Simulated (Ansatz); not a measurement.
Reaction (ligand exchange at the Si–C bond): `CC(C)[SiH2]Cl` + `O[SiH](O)S` → `O[SiH](O)S[SiH2]Cl` + propane

Isolated molecules relaxed with PBE0-D4/def2-TZVP in Ansatz; ΔE leaves out vibrations. CCSD(T)/CBS adds triple-zeta CCSD(T) − MP2 to the extrapolated MP2 energy (def2 sets, frozen cores). DFT in def2-TZVPP. Each species was taken in one conformer, which may not be the lowest.

`CC(C)[SiH2]Cl`:

Cartesian coordinates in Å:
```
C -1.139 0.576 -0.833
C 0.232 0.377 -0.193
C 0.238 0.804 1.273
Si 0.848 -1.377 -0.405
Cl -0.423 -2.684 0.564
H -1.138 0.317 -1.895
H -1.894 -0.044 -0.341
H -1.460 1.618 -0.743
H 0.966 0.988 -0.739
H -0.454 0.195 1.861
H 1.229 0.710 1.724
H -0.076 1.847 1.372
H 0.875 -1.773 -1.836
H 2.196 -1.555 0.192
```

`O[SiH](O)S`:

Cartesian coordinates in Å:
```
O 0.574 -1.305 0.373
Si 0.382 0.317 0.207
O -0.677 0.767 1.362
S -0.200 0.782 -1.796
H 0.939 -1.771 -0.382
H 1.613 1.102 0.420
H -1.364 0.143 1.601
H -1.267 -0.037 -1.786
```

`O[SiH](O)S[SiH2]Cl`:

```xyz
11

O    -2.330   -1.144    0.297
Si   -1.046   -0.145    0.457
O    -0.888    0.246    2.027
S     0.644   -1.216   -0.329
Si    1.824    0.466   -0.857
Cl    1.305    1.218   -2.697
H    -2.393   -1.667   -0.503
H    -1.187    1.142   -0.250
H    -0.806   -0.464    2.666
H     3.226    0.006   -0.937
H     1.653    1.558    0.125
```

`CCC`:

```xyz
11

C     0.122    1.279   -0.025
C     0.566   -0.160    0.179
C    -0.541   -1.161   -0.108
H    -0.717    1.529    0.631
H    -0.206    1.446   -1.055
H     0.930    1.984    0.185
H     1.426   -0.372   -0.464
H     0.919   -0.290    1.208
H    -0.205   -2.189    0.045
H    -0.891   -1.074   -1.140
H    -1.402   -0.992    0.545
```

```csv
level,ΔE (kJ/mol)
r2SCANh-D4,-77.1
r2SCANh,-77.3
HF/CBS(def2),-77.6
MP2/CBS(def2),-76.6
```

(1) What does CCSD(T)/CBS give? (Estimate.)

Largest T1 diagnostic among the species: 0.011.

Results:

(1) The calculation gave: -73.0 kJ/mol. The listed levels differ from it by -4.1, -4.3, -4.6, -3.6 kJ/mol.

At CCSD(T), def2-SVP lies +7.4 kJ/mol from the extrapolated value and def2-TZVPP +3.4 kJ/mol. In def2-TZVPP, CCSD(T) changes the Hartree–Fock value by +8.0 kJ/mol (the triples alone add −0.2 kJ/mol) and MP2 by +4.5 kJ/mol.
